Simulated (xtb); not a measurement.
C₃H₆NO (SMILES C[N]C(C)=O), doublet, geometry from GFN2-xTB; GFN2-xTB (xtb).

xtb was given this input:
```
$ xtb mol.xyz --gfn 2 --chrg 0 --uhf 1 --json

# file mol.xyz
11

C      1.94992497     0.12508744     0.17086557
N      0.61912126    -0.05539129     0.57973549
C     -0.48555489    -0.01749503    -0.11971086
C     -1.77260668    -0.24873448     0.61384583
O     -0.39588964     0.20469054    -1.33445799
H      2.12504463     1.12465054    -0.24197098
H      2.55930344     0.02011811     1.07335098
H      2.27051039    -0.63986252    -0.54495631
H     -2.28928377    -1.09871150     0.17332625
H     -2.41003435     0.62605013     0.50376354
H     -1.57285235    -0.43517756     1.66399865
```

Question: Write the output that xtb gives for this input, abridged.

Answer: 
```
   ID    Z sym.   atoms
    1    6 C      1, 3, 4
    2    7 N      2
    3    8 O      5
    4    1 H      6-11

           -------------------------------------------------
          |                Calculation Setup                |
           -------------------------------------------------

           -------------------------------------------------
          |                 G F N 2 - x T B                 |
           -------------------------------------------------

          ...................................................
          :                      SETUP                      :
          :.................................................:
          :  # basis functions                  26          :
          :  # atomic orbitals                  26          :
          :  # shells                           16          :
          :  # electrons                        29          :
          :  max. iterations                   250          :
          :  Hamiltonian                  GFN2-xTB          :
          :  restarted?                      false          :
          :  GBSA solvation                  false          :
          :  PC potential                    false          :
          :  electronic temp.          300.0000000     K    :
          :  accuracy                    1.0000000          :
          :  -> integral cutoff          0.2500000E+02      :
          :  -> integral neglect         0.1000000E-07      :
          :  -> SCF convergence          0.1000000E-05 Eh   :
          :  -> wf. convergence          0.1000000E-03 e    :
          :  Broyden damping             0.4000000          :
          :  net charge                          0          :
          :  unpaired electrons                  1          :
          ...................................................

 iter      E             dE          RMSdq      gap      omega  full diag
   1    -16.5263462 -0.165263E+02  0.414E+00    4.86       0.0  T
   2    -16.4739397  0.524065E-01  0.361E+00    4.89       1.0  T
   3    -16.5652471 -0.913074E-01  0.218E+00    4.83       1.0  T
   4    -16.5901127 -0.248656E-01  0.465E-01    5.13       1.0  T
   5    -16.5912476 -0.113486E-02  0.157E-01    5.02       1.0  T
   6    -16.5912823 -0.347384E-04  0.793E-02    5.04       1.0  T
   7    -16.5913046 -0.223109E-04  0.248E-02    5.04       1.2  T
   8    -16.5913071 -0.253712E-05  0.730E-03    5.04       4.1  T
[...]
         :: total energy             -16.396836268799 Eh    ::
[...]
     7   1 H        0.924     0.088     1.894     2.152
     8   1 H        0.924     0.068     2.107     2.270
     9   1 H        0.925     0.074     2.045     2.236
    10   1 H        0.925     0.074     2.044     2.236
    11   1 H        0.925     0.065     2.144     2.290

 Mol. C6AA /au·bohr⁶  :       1046.182186
 Mol. C8AA /au·bohr⁸  :      22535.803538
 Mol. α(0) /au        :         48.327176

Wiberg/Mayer (AO) data.
largest (>0.10) Wiberg bond orders for each atom

 ---------------------------------------------------------------------------
     #   Z sym  total        # sym  WBO       # sym  WBO       # sym  WBO
 ---------------------------------------------------------------------------
     1   6 C    3.977 --     2 N    1.100     6 H    0.948     8 H    0.948
                             7 H    0.926
     2   7 N    3.040 --     3 C    1.402     1 C    1.100     5 O    0.429
     3   6 C    3.939 --     5 O    1.497     2 N    1.402     4 C    0.989
     4   6 C    3.992 --     3 C    0.989    11 H    0.983     9 H    0.966
                            10 H    0.965
     5   8 O    2.069 --     3 C    1.497     2 N    0.429
     6   1 H    0.991 --     1 C    0.948
     7   1 H    0.988 --     1 C    0.926
     8   1 H    0.991 --     1 C    0.948
     9   1 H    0.994 --     4 C    0.966
    10   1 H    0.994 --     4 C    0.965
    11   1 H    0.996 --     4 C    0.983
 ---------------------------------------------------------------------------

Topologies differ in total number of bonds
Writing topology from bond orders to xtbtopo.mol

molecular dipole:
                 x           y           z       tot (Debye)
 q only:        0.319      -0.129       0.882
   full:        0.340      -0.122       0.863       2.379
molecular quadrupole (traceless):
                xx          xy          yy          xz          yz          zz
 q only:        6.304       0.866      -1.339      -1.472       0.534      -4.965
  q+dip:        6.633       0.787      -0.569      -1.278       0.896      -6.064
   full:        6.641       0.793      -0.393      -1.389       0.954      -6.248

           -------------------------------------------------
          | TOTAL ENERGY              -16.396836268799 Eh   |
          | GRADIENT NORM               0.000057634751 Eh/α |
          | HOMO-LUMO GAP               5.036950859564 eV   |
           -------------------------------------------------

normal termination of xtb
```
